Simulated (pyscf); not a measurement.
# [H₃C–Al–NH₂]•, doublet

Gas-phase minimum from PySCF at ωB97X-D3(BJ)/def2-SVP, one conformer. Other isomers of [H₃C–Al–NH₂]• were not searched in full and may lie lower. 

SMILES: [CH3][Al][NH2]
```xyz
8

C     -1.9181    -0.7717    -0.6437
Al    -0.0954    -0.0584    -0.9123
N      0.6851    -0.3554    -2.4892
H     -1.9500    -1.4779     0.2030
H     -2.2678    -1.3002    -1.5476
H     -2.6339     0.0364    -0.4176
H      0.2573    -0.8653    -3.2583
H      1.6130    -0.0451    -2.7589
```
Charge 0, spin multiplicity 2.

Bonds (Å): C1–Al2 1.976, C1–H4 1.103, C1–H5 1.104, C1–H6 1.103, Al2–N3 1.784, N3–H7 1.017, N3–H8 1.015. Angles (°): Al2–C1–H4 111.2, Al2–C1–H5 110.7, Al2–C1–H6 111.2, H4–C1–H5 108.2, H4–C1–H6 107.0, H5–C1–H6 108.2, C1–Al2–N3 117.6, Al2–N3–H7 124.6, Al2–N3–H8 125.7, H7–N3–H8 109.7.

Properties at ωB97X-D3(BJ)/def2-SVP:

```
Item                                                                                                                                                                                                                  Result
---------------------------------------------------------------------------------------------------------------------  -----------------------------------------------------------------------------------------------------
Harmonic wavenumbers, unscaled                                                                                         44, 185, 340, 454, 565, 598, 634, 718, 824, 1204, 1428, 1438, 1532, 3049, 3154, 3156, 3601, 3697 cm⁻¹
Zero-point energy                                                                                                                                                                                              38.1 kcal/mol
Rotational symmetry number                                                                                                                                                                                                 1
Entropy of this conformer at 298 K and 1 atm, rigid rotor and harmonic oscillator, modes under 100 cm⁻¹ raised to 100                                                                                        304.3 J/(mol K)
Dipole moment                                                                                                                                                                                                         0.99 D
Spin expectation value S2                                                                                                                                                                                              0.752
```

Single-point totals, which compare only within one level (frozen core for MP2 and CC):

| level | total energy (hartree) |
|---|---|
| ωB97X-D3(BJ)/def2-TZVP | -338.40615 |
| PBE/def2-TZVP | -338.07858 |
| r²SCAN/def2-TZVP | -338.25959 |
| B3LYP-D3(BJ)/def2-TZVP | -338.37964 |
| PBE0-D3(BJ)/def2-TZVP | -338.11608 |
| M06-2X/def2-TZVP | -338.27762 |
| ωB97M-D3(BJ)/def2-TZVP | -338.40246 |
| UHF/def2-TZVPP | -337.20535 |
| MP2/def2-TZVPP | -337.66276 |
| CCSD/def2-TZVPP | -337.69099 |
| CCSD(T)/def2-TZVPP | -337.70954 |

The lowest mode is so soft that the shape along it may change with the basis. Soft torsions are taken as harmonic, which can shift the entropy by several J/(mol K). The CCSD(T) − MP2 part came from Ansatz, without density fitting, on the same reference.
